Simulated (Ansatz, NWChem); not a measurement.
Cu2 (SMILES [Cu][Cu]): the vertical energy of the triplet above the singlet from total energies

The species is Cu2 (2 atoms), meant as a singlet with charge 0. As SMILES, `[Cu][Cu]`. The bond length is the measured one.

```xyz
2

Cu    0.0000    0.0000    0.0000
Cu    0.0000    0.0000    2.2197
```

Both states at this one shape; open shells run unrestricted unless said. 1 Eh = 27.2114 eV.

```tsv
level	program	singlet Cu2 (Eh)	triplet Cu2 (Eh)
MP2/pcseg-0, 10 core orbitals frozen	Ansatz	-3271.178849	-3271.069015
CCSD(T)/def2-SVPD, 10 core orbitals frozen	NWChem	-3278.124500	-3278.053727
```

Q: Work out the vertical gap, second state less first, at each level.

A: 
1. MP2/pcseg-0: -3271.069015 − (-3271.178849) = 0.109834 Eh = 2.99 eV.
2. CCSD(T)/def2-SVPD: -3278.053727 − (-3278.124500) = 0.070773 Eh = 1.93 eV.

No measured value is set beside it here; the levels span 1.93 to 2.99 eV.
